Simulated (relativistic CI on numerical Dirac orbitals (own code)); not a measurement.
Method of calculation: Dirac-Coulomb-Breit CI, orbitals from a KLI potential per configuration, model QED (radiative potential, 1s self-energy scaled to tabulated hydrogen-like ionisation energies), unscaled Slater integrals (own radial code, finite nucleus).

The strongest absorption lines from the ground level of an ion, among the configurations computed and to levels below about 324 eV (vacuum wavelength in nm, gf): 3.8989 (0.27), 4.7541 (0.51), 4.8454 (0.12), 5.0610 (1.2), 24.774 (0.11), 25.024 (0.19), 26.729 (0.12), 34.195 (0.14).

(1) Which ion is it?
A. Si VIII
B. Si XII
C. Ar XIV
D. Si X

Results:

(1) D. Si X has 5 electrons and the ground level 2s2.2p 2P°_1/2; the strongest line goes to 2s2.3d 2D_3/2. The pattern of lines fixes the number of electrons, and along that sequence the line energies rise steadily with the charge (about as its square where n changes within one kind of shell, about linearly where n is kept but much faster in heavy ions where fine structure, which grows about as Z⁴, sets the gap, and irregularly where shells cross), which fixes Z. Configurations outside the model, such as inner-shell arrays, can give stronger lines. At this charge energies of transitions that change n are usually good to better than 1 %, and those within a shell (Δn = 0) to a few per cent.

LS names give the leading component of a level, which can be under half, so a name can repeat, a term be missing and a line seem to break the LS rules.
